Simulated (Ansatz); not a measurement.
## Nudged elastic band run: C$_{2}$H$_{7}$ClN$_{2}$Si

Input file:

```yaml
crystal:
  periodic: [false, false, false]
  atoms:
    - { symbol: C, position_ang: [-1.944498, -1.20415, 0.004972] }
    - { symbol: "N", position_ang: [-0.749948, -1.065162, -0.513679] }
    - { symbol: C, position_ang: [0.346065, -0.872646, 0.53365] }
    - { symbol: Si, position_ang: [0.972192, 0.900675, 0.356812] }
    - { symbol: "N", position_ang: [1.375884, 1.140858, -1.301092] }
    - { symbol: Cl, position_ang: [-0.617423, 2.141655, 1.058786] }
    - { symbol: H, position_ang: [-2.180085, -1.215963, 1.088175] }
    - { symbol: H, position_ang: [-2.79971, -1.320904, -0.683499] }
    - { symbol: H, position_ang: [1.165226, -1.570588, 0.283358] }
    - { symbol: H, position_ang: [0.004526, -1.084023, 1.563944] }
    - { symbol: H, position_ang: [2.108412, 1.222093, 1.193347] }
    - { symbol: H, position_ang: [1.677212, 2.09513, -1.590454] }
    - { symbol: H, position_ang: [0.662448, 0.798326, -1.979421] }
basis:
  gaussian: { orbitals: STO-3G }
hamiltonian:
  xc: b3lyp
  dispersion: d4
neb:
  order_check: false
  images: 8
  f_tol: 0.05
  max_iterations: 43
  climbing: false
  final_atoms:
    - { symbol: C, position_ang: [-1.93834851, -1.19513715, -0.00122074] }
    - { symbol: "N", position_ang: [-0.73873245, -1.07787039, -0.51373623] }
    - { symbol: C, position_ang: [0.35213949, -0.87864212, 0.53803272] }
    - { symbol: Si, position_ang: [0.97205347, 0.89658445, 0.35813248] }
    - { symbol: "N", position_ang: [1.36447565, 1.14008739, -1.30170863] }
    - { symbol: Cl, position_ang: [-0.62193591, 2.12765761, 1.06842665] }
    - { symbol: H, position_ang: [-2.18183812, -1.18334008, 1.07981076] }
    - { symbol: H, position_ang: [-2.78959955, -1.31390372, -0.69389983] }
    - { symbol: H, position_ang: [1.17436878, -1.57527319, 0.29502978] }
    - { symbol: H, position_ang: [0.00574871, -1.086446, 1.56728364] }
    - { symbol: H, position_ang: [2.11176629, 1.22374725, 1.18788171] }
    - { symbol: H, position_ang: [0.65062366, 0.79218919, -1.97656274] }
    - { symbol: H, position_ang: [1.65957948, 2.09564776, -1.59257057] }
  initial_path:
    images:
      - { positions_ang: [[-1.944498, -1.20415, 0.004972], [-0.749948, -1.065162, -0.513679], [0.346065, -0.872646, 0.53365], [0.972192, 0.900675, 0.356812], [1.375884, 1.140858, -1.301092], [-0.617423, 2.141655, 1.058786], [-2.180085, -1.215963, 1.088175], [-2.79971, -1.320904, -0.683499], [1.165226, -1.570588, 0.283358], [0.004526, -1.084023, 1.563944], [2.108412, 1.222093, 1.193347], [1.677212, 2.09513, -1.590454], [0.662448, 0.798326, -1.979421]] }
      - { positions_ang: [[-1.91839674, -1.28076186, -0.02642381], [-0.77654095, -1.00018993, -0.50499073], [0.28876646, -0.81230909, 0.54770369], [1.01756549, 0.92101675, 0.35484309], [1.3735475, 1.16841136, -1.30779536], [-0.46782429, 2.2394247, 1.07186174], [-2.13364013, -1.38469281, 1.0329996], [-2.76197011, -1.39938361, -0.73118143], [1.08818902, -1.539296, 0.36035671], [-0.07472036, -0.97003638, 1.57725536], [2.17483724, 1.15609645, 1.15989835], [1.48914993, 1.75406995, -1.6346957], [0.72133794, 1.11295147, -1.88493251]] }
      - { positions_ang: [[-1.89229547, -1.35737372, -0.05781963], [-0.8031339, -0.93521786, -0.49630246], [0.23146792, -0.75197217, 0.56175737], [1.06293899, 0.94135849, 0.35287417], [1.371211, 1.19596472, -1.31449872], [-0.31822559, 2.3371944, 1.08493749], [-2.08719526, -1.55342262, 0.97782421], [-2.72423023, -1.47786322, -0.77886385], [1.01115204, -1.508004, 0.43735541], [-0.15396672, -0.85604975, 1.59056673], [2.24126248, 1.0900999, 1.12644971], [1.30108786, 1.41300991, -1.6789374], [0.78022787, 1.42757694, -1.79044403]] }
      - { positions_ang: [[-1.86619421, -1.43398558, -0.08921544], [-0.82972685, -0.87024579, -0.48761418], [0.17416938, -0.69163526, 0.57581106], [1.10831248, 0.96170024, 0.35090526], [1.3688745, 1.22351808, -1.32120209], [-0.16862688, 2.43496409, 1.09801323], [-2.04075039, -1.72215244, 0.92264881], [-2.68649034, -1.55634283, -0.82654628], [0.93411506, -1.476712, 0.51435412], [-0.23321308, -0.74206313, 1.60387809], [2.30768772, 1.02410335, 1.09300106], [1.11302579, 1.07194986, -1.7231791], [0.83911781, 1.74220241, -1.69595554]] }
      - { positions_ang: [[-1.84009294, -1.51059744, -0.12061126], [-0.8563198, -0.80527372, -0.47892591], [0.11687084, -0.63129835, 0.58986475], [1.15368598, 0.98204198, 0.34893634], [1.366538, 1.25107144, -1.32790545], [-0.01902818, 2.53273379, 1.11108898], [-1.99430552, -1.89088225, 0.86747342], [-2.64875045, -1.63482244, -0.8742287], [0.85707808, -1.44542, 0.59135283], [-0.31245944, -0.62807651, 1.61718946], [2.37411297, 0.9581068, 1.05955241], [0.92496372, 0.73088982, -1.7674208], [0.89800775, 2.05682788, -1.60146705]] }
      - { positions_ang: [[-1.83940966, -1.50959601, -0.12129934], [-0.85507363, -0.80668577, -0.47893227], [0.11754578, -0.63196458, 0.59035172], [1.15367059, 0.98158748, 0.34908306], [1.36527041, 1.25098581, -1.32797396], [-0.01952961, 2.53117853, 1.11216016], [-1.99450031, -1.88725748, 0.86654406], [-2.64762707, -1.63404463, -0.87538435], [0.85809394, -1.44594058, 0.59264969], [-0.31232358, -0.62834573, 1.61756053], [2.37448566, 0.9582906, 1.05894516], [0.81089835, 0.58611862, -1.81032177], [1.00880014, 2.20097474, -1.55848367]] }
      - { positions_ang: [[-1.86414437, -1.4309813, -0.09127969], [-0.82598834, -0.87448192, -0.48763326], [0.17619421, -0.69363397, 0.57727197], [1.10826631, 0.96033672, 0.35134542], [1.36507172, 1.22326121, -1.32140763], [-0.17013118, 2.4302983, 1.10122678], [-2.04133476, -1.71127813, 0.91986073], [-2.68312019, -1.55400941, -0.83001322], [0.93716265, -1.47827373, 0.51824471], [-0.23280551, -0.7428708, 1.6049913], [2.30880582, 1.02465476, 1.0911793], [0.77082967, 0.63763626, -1.85188201], [1.17149497, 2.174643, -1.5670054]] }
      - { positions_ang: [[-1.88887908, -1.35236658, -0.06126004], [-0.79690304, -0.94227808, -0.49633425], [0.23484264, -0.75530335, 0.56419222], [1.06286203, 0.93908597, 0.35360777], [1.36487303, 1.1955366, -1.3148413], [-0.32073276, 2.32941807, 1.09029341], [-2.08816921, -1.53529878, 0.97317741], [-2.71861331, -1.47397418, -0.78464209], [1.01623136, -1.51060688, 0.44383973], [-0.15328743, -0.85739587, 1.59242208], [2.24312598, 1.09101892, 1.12341343], [0.730761, 0.6891539, -1.89344226], [1.33418981, 2.14831125, -1.57552712]] }
      - { positions_ang: [[-1.91361379, -1.27375187, -0.03124039], [-0.76781775, -1.01007424, -0.50503524], [0.29349106, -0.81697274, 0.55111247], [1.01745775, 0.91783521, 0.35587013], [1.36467434, 1.167812, -1.30827496], [-0.47133433, 2.22853784, 1.07936003], [-2.13500366, -1.35931943, 1.02649408], [-2.75410643, -1.39393895, -0.73927096], [1.09530007, -1.54294003, 0.36943475], [-0.07376936, -0.97192093, 1.57985286], [2.17744613, 1.15738309, 1.15564757], [0.69069233, 0.74067155, -1.9350025], [1.49688465, 2.12197951, -1.58404884]] }
      - { positions_ang: [[-1.93834851, -1.19513715, -0.00122074], [-0.73873245, -1.07787039, -0.51373623], [0.35213949, -0.87864212, 0.53803272], [0.97205347, 0.89658445, 0.35813248], [1.36447565, 1.14008739, -1.30170863], [-0.62193591, 2.12765761, 1.06842665], [-2.18183812, -1.18334008, 1.07981076], [-2.78959955, -1.31390372, -0.69389983], [1.17436878, -1.57527319, 0.29502978], [0.00574871, -1.086446, 1.56728364], [2.11176629, 1.22374725, 1.18788171], [0.65062366, 0.79218919, -1.97656274], [1.65957948, 2.09564776, -1.59257057]] }
```

Run as:

```bash
$ ansatz run input.yaml --threads 1 --pin off --max-ram 2048MiB --backend cpu --events-out ev --progress --plain --runs-dir out
```

Output, in part (warnings, iteration lines, the closing report on the highest movable image, with atoms numbered from 0):

```
NEB end point (image 0): max|allowed force component| = 7.579e-3 eV/Å (the criterion of neb.relax_end_points is 1.000e-2)
NEB end point (image 9): max|allowed force component| = 1.360e-2 eV/Å (the criterion of neb.relax_end_points is 1.000e-2)
NEB iter   1: max|band force component| = 2.590e2 eV/Å  barrier→ = 57.1173 eV  barrier← = 57.1172 eV  Δτ_max = 0.2000 Å  (227 SCF iters)
NEB iter   2: max|band force component| = 9.370e1 eV/Å  barrier→ = 26.1172 eV  barrier← = 26.1172 eV  Δτ_max = 0.1977 Å  (224 SCF iters)
NEB iter   3: max|band force component| = 5.514e1 eV/Å  barrier→ = 15.2703 eV  barrier← = 15.2703 eV  Δτ_max = 0.2000 Å  (221 SCF iters)
NEB iter   4: max|band force component| = 2.876e1 eV/Å  barrier→ = 8.8982 eV  barrier← = 8.8981 eV  Δτ_max = 0.1985 Å  (227 SCF iters)
NEB iter   5: max|band force component| = 1.604e1 eV/Å  barrier→ = 6.2288 eV  barrier← = 6.2287 eV  Δτ_max = 0.1971 Å  (216 SCF iters)
NEB iter   6: max|band force component| = 8.433e0 eV/Å  barrier→ = 5.0338 eV  barrier← = 5.0337 eV  Δτ_max = 0.1962 Å  (219 SCF iters)
NEB iter   7: max|band force component| = 6.551e0 eV/Å  barrier→ = 4.2509 eV  barrier← = 4.2508 eV  Δτ_max = 0.2000 Å  (218 SCF iters)
NEB iter   8: max|band force component| = 7.354e0 eV/Å  barrier→ = 3.0018 eV  barrier← = 3.0017 eV  Δτ_max = 0.1000 Å  (207 SCF iters)
NEB iter   9: max|band force component| = 6.824e0 eV/Å  barrier→ = 2.1008 eV  barrier← = 2.1007 eV  Δτ_max = 0.1016 Å  (209 SCF iters)
NEB iter  10: max|band force component| = 2.825e0 eV/Å  barrier→ = 1.2814 eV  barrier← = 1.2813 eV  Δτ_max = 0.1967 Å  (212 SCF iters)
NEB iter  11: max|band force component| = 4.272e0 eV/Å  barrier→ = 0.8129 eV  barrier← = 0.8128 eV  Δτ_max = 0.1008 Å  (209 SCF iters)
NEB iter  12: max|band force component| = 2.028e0 eV/Å  barrier→ = 0.3871 eV  barrier← = 0.3871 eV  Δτ_max = 0.1999 Å  (210 SCF iters)
NEB iter  13: max|band force component| = 5.270e-1 eV/Å  barrier→ = 0.2423 eV  barrier← = 0.2422 eV  Δτ_max = 0.1194 Å  (208 SCF iters)
NEB iter  14: max|band force component| = 4.888e-1 eV/Å  barrier→ = 0.2393 eV  barrier← = 0.2392 eV  Δτ_max = 0.1504 Å  (213 SCF iters)
NEB iter  15: max|band force component| = 5.152e-1 eV/Å  barrier→ = 0.2409 eV  barrier← = 0.2409 eV  Δτ_max = 0.0651 Å  (210 SCF iters)
NEB iter  16: max|band force component| = 4.576e-1 eV/Å  barrier→ = 0.2426 eV  barrier← = 0.2426 eV  Δτ_max = 0.0596 Å  (214 SCF iters)
NEB iter  17: max|band force component| = 2.779e-1 eV/Å  barrier→ = 0.2435 eV  barrier← = 0.2435 eV  Δτ_max = 0.0599 Å  (213 SCF iters)
NEB iter  18: max|band force component| = 5.841e-1 eV/Å  barrier→ = 0.2439 eV  barrier← = 0.2439 eV  Δτ_max = 0.0303 Å  (197 SCF iters)
NEB iter  19: max|band force component| = 3.869e-1 eV/Å  barrier→ = 0.2440 eV  barrier← = 0.2439 eV  Δτ_max = 0.0301 Å  (213 SCF iters)
NEB iter  20: max|band force component| = 2.949e-1 eV/Å  barrier→ = 0.2443 eV  barrier← = 0.2442 eV  Δτ_max = 0.0301 Å  (213 SCF iters)
NEB iter  21: max|band force component| = 1.543e-1 eV/Å  barrier→ = 0.2446 eV  barrier← = 0.2446 eV  Δτ_max = 0.0301 Å  (202 SCF iters)
NEB iter  22: max|band force component| = 7.163e-2 eV/Å  barrier→ = 0.2451 eV  barrier← = 0.2451 eV  Δτ_max = 0.0145 Å  (220 SCF iters)
NEB iter  23: max|band force component| = 4.092e-2 eV/Å  barrier→ = 0.2452 eV  barrier← = 0.2451 eV  Δτ_max = 0.0000 Å  (371 SCF iters)
Total energy: -25276.74455366 eV, -928.9032291543 hartree
Atom 0 at    -1.930971    -1.173565    -0.035017 Å, force    -0.001790     0.000437     0.003578 eV/Å
Atom 1 at    -0.722912    -1.059044    -0.527383 Å, force    -0.005353     0.000677    -0.006010 eV/Å
Atom 2 at     0.348411    -0.845084     0.537010 Å, force     0.006946     0.004201     0.004178 eV/Å
Atom 3 at     1.006787     0.931095     0.379476 Å, force    -0.000566    -0.006336     0.001204 eV/Å
Atom 4 at     1.347857     1.455059    -1.277093 Å, force     0.002690     0.004854     0.000643 eV/Å
Atom 5 at    -0.492489     2.215637     1.121675 Å, force    -0.000361     0.000267     0.003626 eV/Å
Atom 6 at    -2.193047    -1.151477     1.042041 Å, force    -0.000787     0.000163    -0.002046 eV/Å
Atom 7 at    -2.769765    -1.305262    -0.740416 Å, force    -0.001250     0.000630     0.000336 eV/Å
Atom 8 at     1.172952    -1.548157     0.317571 Å, force    -0.001278     0.000160     0.000116 eV/Å
Atom 9 at    -0.011108    -1.043535     1.564443 Å, force    -0.001218     0.000533     0.000239 eV/Å
Atom 10 at     2.179900     1.082207     1.216722 Å, force     0.001147    -0.001081    -0.002906 eV/Å
Atom 11 at     1.626627     0.620748    -1.855689 Å, force     0.009881     0.008070     0.001858 eV/Å
Atom 12 at     0.458060     1.786680    -1.728440 Å, force    -0.008061    -0.012576    -0.004818 eV/Å
Dipole moment:     0.139825    -0.529690     0.020684 e Å
```

The forces met the threshold. No image climbed, so the highest image needn't sit at the top of the path. Limits of this set-up: minimal basis.

Final band (atoms are numbered from 1 in the order of the input):

```csv
image,path coordinate (Å),energy (kcal/mol),dihedral Cl6–Si4–N5–H13 (°)
0,0.00,0.0,-70
1,0.47,0.9,-66
2,0.93,3.1,-75
3,1.40,4.2,-72
4,1.86,5.0,-55
5,2.33,5.7,-35
6,2.80,5.1,-13
7,3.26,3.1,11
8,3.73,0.7,37
9,4.20,0.0,59
```

Run time: 7.7 min on 1 thread of Intel(R) Xeon(R) Platinum 8488C (Sapphire Rapids), with other jobs on the host, peak memory 0.14 GiB.
